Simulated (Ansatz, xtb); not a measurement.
**Ranking isomers of FHO2SeSi**

7 gas-phase structures of FHO2SeSi, found in a search over its isomers (lower ones may exist). Each was relaxed with GFN2-xTB; where two conformers were screened, the lower at r2SCAN-D4/def2-SVP is listed:

A. `O=[Si](O)[Se]F`, a singlet
B. `O=[Si](F)O[SeH]`, a singlet
C. `O=[Si](F)[Se]O`, a singlet
D. `O=[SiH]O[Se]F`, a singlet
E. a triplet given by its coordinates
F. a singlet given by its coordinates
G. `O[Si@@]1(F)O[Se]1`, a singlet

F (Å):

```yaml
atoms:
  - { symbol: F, position_ang: [-1.9056, 0.4284, -0.3261] }
  - { symbol: O, position_ang: [0.2110, -0.3426, 1.0953] }
  - { symbol: O, position_ang: [0.6110, 0.2687, -1.1887] }
  - { symbol: Se, position_ang: [1.6837, 0.4472, 0.3061] }
  - { symbol: Si, position_ang: [-0.5918, -0.4691, -0.3383] }
  - { symbol: H, position_ang: [-0.8700, -1.8174, -0.7478] }
```

Close contacts (Å): F1–Si5 1.59, O2–Se4 1.85, O2–Si5 1.65, O3–Se4 1.85, O3–Si5 1.65, Se4–Si5 2.54, Si5–H6 1.44.

E (Å):

```yaml
atoms:
  - { symbol: F, position_ang: [-1.1778, -1.8564, 1.9224] }
  - { symbol: O, position_ang: [-1.7431, 0.5585, 2.4532] }
  - { symbol: O, position_ang: [-0.5258, 0.0313, 0.1155] }
  - { symbol: Se, position_ang: [-3.3417, 0.2018, 2.5727] }
  - { symbol: Si, position_ang: [-0.4997, -0.4287, 1.5614] }
  - { symbol: H, position_ang: [0.5072, -0.2718, 2.5847] }
```

Close contacts (Å): F1–Si5 1.62, O2–Se4 1.64, O2–Si5 1.82, O3–Si5 1.52, Si5–H6 1.44.

**Question.** Estimate their order in r2SCAN-D4/def2-SVP energy at these geometries, lowest first.

**Answer.** Calculated order at r2SCAN-D4/def2-SVP: G (0.0), F (105.6), B (120.1), C (138.2), A (168.1), E (255.3), D (331.5) kJ/mol.

Energies above the lowest of each column, in kJ/mol; the last columns are at PBE0-D3(BJ)/def2-SVP geometries and were run for some of them only (a dash: not run or not comparable):

| structure | GFN2-xTB | HF/STO-3G | r2SCAN-D4/def2-SVP | PBE0-D3(BJ)/def2-SVP | CCSD(T)/def2-SVP + ΔMP2/def2-TZVPP |
| --- | --- | --- | --- | --- | --- |
| G | 22.9 | 29.0 | 0.0 | 0.0 | 0.0 |
| F | 43.1 | 0.0 | 105.6 | 98.3 | 91.8 |
| B | 0.0 | 233.6 | 120.1 | – | – |
| C | 40.6 | 196.8 | 138.2 | – | – |
| A | 25.3 | 231.6 | 168.1 | – | – |
| E | – | 204.1 | 255.3 | – | – |
| D | 71.9 | 357.3 | 331.5 | – | – |

CCSD(T)/def2-SVP + ΔMP2/def2-TZVPP puts G lowest of those it was run on; GFN2-xTB picks B, HF/STO-3G picks F. Some further structures that were screened fall inside this span and aren't listed. Flexible structures stand in one conformer each, not always the lowest. Frequencies (PBE0-D3(BJ)/def2-SVP) were run for F, G alone. GFN2-xTB has no spin polarisation and isn't compared across spin states. Open shells are spin-unrestricted. ΔMP2 is the change of the MP2 energy from the smaller to the larger basis.

Over these structures GFN2-xTB departs from r2SCAN-D4/def2-SVP by 64.2 kJ/mol on average once a common shift is removed. A GFN2-xTB relaxation took about 0.1 s and the r2SCAN-D4/def2-SVP energy about 2.8 s on a shared host (Ansatz 0.2.0, xtb 6.7.1).
